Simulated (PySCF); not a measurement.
PySCF input file for SnHBr, SMILES [SnH][Br] (connectivity only; charge and spin as stated), neutral, multiplicity 1, IEF-PCM-PBE0/def2-SVP. The structure is a stationary point at PBE0-D3(BJ)/def2-TZVP. The def2 effective core potentials stand for the cores of Sn; spin–orbit coupling is left out.

```python
import numpy as np
from pyscf import gto, scf, dft
from pyscf.solvent import pcm

mol = gto.M(
    atom='''
    Sn    0.03637564    1.02520504    0.00000000
    H    -1.73632998    1.14498916    0.00000000
    Br   -0.00235577   -1.49729260    0.00000000
    ''',
    basis='def2-SVP',
    ecp={'Sn': 'def2-svp'},
    charge=0,
    spin=0,
    max_memory=1600,
    verbose=3,
)
mf = dft.RKS(mol, xc='pbe0').density_fit(auxbasis='def2-universal-jkfit')
mf.grids.level = 3
mf.conv_tol = 1e-9
mf.max_cycle = 100
mf.kernel()
res = {}
for name, eps in {'water': 78.355, 'toluene': 2.3741, 'chloroform': 4.7113}.items():
    s = mf.PCM()
    s.with_solvent.method, s.with_solvent.eps, s.with_solvent.lebedev_order = 'IEF-PCM', eps, 29
    s.kernel(mf.make_rdm1())
    res[name] = (s.e_tot, eps, s.dip_moment(), s.mo_energy, s.converged)
    print(f'{name}: electrostatic solvation free energy {(s.e_tot - mf.e_tot) * 627.509474:.3f} kcal/mol')
```

It prints:

```
converged SCF energy = -2788.4797983083

WARN: PCM is an experimental feature. It is still in testing.
Features and APIs may be changed in the future.

converged SCF energy = -2788.48607774418
Dipole moment(X, Y, Z, Debye):  0.58019,  3.61981,  0.00000
water: electrostatic solvation free energy -3.940 kcal/mol

WARN: PCM is an experimental feature. It is still in testing.
Features and APIs may be changed in the future.

converged SCF energy = -2788.48263455544
Dipole moment(X, Y, Z, Debye):  0.45022,  3.03781,  0.00000
toluene: electrostatic solvation free energy -1.780 kcal/mol

WARN: PCM is an experimental feature. It is still in testing.
Features and APIs may be changed in the future.

converged SCF energy = -2788.48417051957
Dipole moment(X, Y, Z, Debye):  0.50305,  3.30022,  0.00000
chloroform: electrostatic solvation free energy -2.744 kcal/mol
```

Self-consistency was reached.

Cost: roughly 13 core-seconds.
